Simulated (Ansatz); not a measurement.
Mulliken charges of AlBH₅NSe, SMILES `B[NH][AlH][SeH]` from PBE/def2-TZVPP in Ansatz (PBE0-D4/def2-TZVP geometry).

| atom | x (Å) | y (Å) | z (Å) | charge (e) |
| --- | --- | --- | --- | --- |
| B1 | -0.384 | 1.736 | -0.230 | -0.118 |
| N2 | -0.134 | 0.487 | 0.358 | -0.139 |
| Al3 | 0.294 | -0.967 | -0.613 | 0.368 |
| Se4 | 0.671 | -2.981 | 0.470 | -0.192 |
| H5 | -0.669 | 2.686 | 0.444 | -0.006 |
| H6 | -0.307 | 1.833 | -1.425 | -0.003 |
| H7 | -0.208 | 0.443 | 1.365 | 0.139 |
| H8 | 0.415 | -0.891 | -2.177 | -0.100 |
| H9 | 0.412 | -2.392 | 1.791 | 0.051 |

By hand: the dipole of these point charges (1 e Å = 4.8032 D).

Σ q r = (-0.001, -0.049, 0.162) e Å, of length 0.169 e Å = 0.81 D.

How does the dipole of the full density compare? (An estimate is asked.)

Computed: (-0.002, -0.086, 0.266) e Å, 1.34 D; the point charges give 0.60 times that, at 1° from its direction.

Point charges leave out the atoms' own dipoles, such as those of lone pairs, and Mulliken's split depends on the basis, so the two needn't agree.
